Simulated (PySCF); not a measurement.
# Electronic structure of Sb (antimony, neutral) at the UHF level

Configuration: [Kr] 4d10 5s1 5p4, high-spin 4P determinant (an excited configuration). All numbers are calculated (PySCF 2.14, scalar relativity through the core potential, in aug-cc-pVQZ-PP with ECP28MDF (7s7p5d3f2g, 92 functions)).

| Item | Value |
| --- | --- |
| Total energy | -239.006525 hartree |
| One-electron energy | -418.0583 hartree |
| Hartree (Coulomb) energy | 197.4893 hartree |
| Exchange energy | -18.4375 hartree |
| ⟨S²⟩ | 3.7981 |
| ⟨L²⟩ | 2.024 |
| Sum of ⟨r⟩ | 30.92 bohr |
| Sum of ⟨r²⟩ | 63.23 bohr² |
| Traceless quadrupole moment −½Σ⟨3z² − r²⟩ along its main axis | -4.56 e·bohr² |

```json
{"shell": "4s α", "electrons": "1", "mean orbital energy (hartree)": "-6.59362", "spread (hartree)": "0", "rms radius, mean of both spins (bohr)": "0.849"}
{"shell": "4s β", "electrons": "1", "mean orbital energy (hartree)": "-6.56634", "spread (hartree)": "0", "rms radius, mean of both spins (bohr)": "0.849"}
{"shell": "4p α", "electrons": "3", "mean orbital energy (hartree)": "-4.66026", "spread (hartree)": "0.01199", "rms radius, mean of both spins (bohr)": "0.916"}
{"shell": "4p β", "electrons": "3", "mean orbital energy (hartree)": "-4.64229", "spread (hartree)": "0.00222", "rms radius, mean of both spins (bohr)": "0.916"}
{"shell": "4d α", "electrons": "5", "mean orbital energy (hartree)": "-1.68649", "spread (hartree)": "0.01379", "rms radius, mean of both spins (bohr)": "1.10"}
{"shell": "4d β", "electrons": "5", "mean orbital energy (hartree)": "-1.66717", "spread (hartree)": "0.00747", "rms radius, mean of both spins (bohr)": "1.10"}
{"shell": "5s α", "electrons": "1", "mean orbital energy (hartree)": "-0.78932", "spread (hartree)": "0", "rms radius, mean of both spins (bohr)": "2.40"}
{"shell": "5p α", "electrons": "3", "mean orbital energy (hartree)": "-0.37292", "spread (hartree)": "0.04273", "rms radius, mean of both spins (bohr)": "3.11"}
{"shell": "5p β", "electrons": "1", "mean orbital energy (hartree)": "-0.21076", "spread (hartree)": "0", "rms radius, mean of both spins (bohr)": "3.11"}
```

Energies and moments cover only the electrons outside the core potential.
